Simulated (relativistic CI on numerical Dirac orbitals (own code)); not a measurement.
## Ag4+: L2,3 absorption edge

Computed with this model: Dirac-Coulomb-Breit CI, KLI orbitals optimised for each configuration, model QED, valence Slater integrals scaled by 0.7, multiplet model of core-to-valence dipole absorption; configurations [Kr] 4d7 → [He] 2s2 2p5 3s2 3p6 3d10 4s2 4p6 4d8; 80 K; Lorentzian 1.6 eV and Gaussian 0.5 eV FWHM. Energies are those of the free ion, without screening or charge transfer. The branching ratio is the share of the lower-energy edge in the whole absorption, uncertain by about 0.02 where the edges overlap. S is read from ⟨S²⟩ = S(S + 1).

Field parameters in Wybourne normalisation: Oh B⁴₀ = 21Dq, B⁴₄ = √(5/14) B⁴₀. The field is a parameter set, without covalency.

Case Oh, 10Dq = 16350 cm⁻¹, the dichroism is that of the ground state at zero temperature, magnetised by exchange field 10 meV on Sz. The dichroism I(Δm = −1) − I(Δm = +1), over the sum of the three polarisations, integrates to -0.0828 on the lower edge and 0.0110 on the upper edge. The branching ratio is 0.861.

Question: Use the orbital sum rule with 3 holes to get ⟨Lz⟩.

Answer: For a p → d edge ⟨Lz⟩ = 2 × n_h × (sum of both integrals) in this sign convention = -0.43; the ground state itself has ⟨Lz⟩ = -0.42 and ⟨Sz⟩ = -0.62. The rule assumes one radial integral for both edges, which relativistic orbitals only approach.
